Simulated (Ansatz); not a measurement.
Br₃Sb, SMILES [Br][Sb+]([Br])[Br], charge +1, multiplicity 2.

The structure is a stationary point at B3LYP-D3(BJ)/def2-SVP. The def2 effective core potentials stand for the cores of Sb; spin–orbit coupling is left out.

Two levels are set side by side: PBE/def2-TZVPD (Ansatz, a quantum-chemistry and plane-wave program) and CAM-B3LYP/def2-TZVPD (Ansatz). Energy differences of separate SCF runs at the same geometry; the states with an electron removed or added have multiplicity 1 and 1. Differences are taken from unrounded values.

```csv
quantity,PBE
vertical ionisation energy (eV),14.94
vertical electron affinity (eV),9.27
```

Q: These are the PBE values. What does CAM-B3LYP give? (Estimate from the structure and the level; the computed values follow.)

A: 
```json
[
 {"quantity": "vertical ionisation energy (eV)", "CAM-B3LYP": "15.52", "PBE minus CAM-B3LYP": "-0.58"},
 {"quantity": "vertical electron affinity (eV)", "CAM-B3LYP": "9.67", "PBE minus CAM-B3LYP": "-0.40"}
]
```
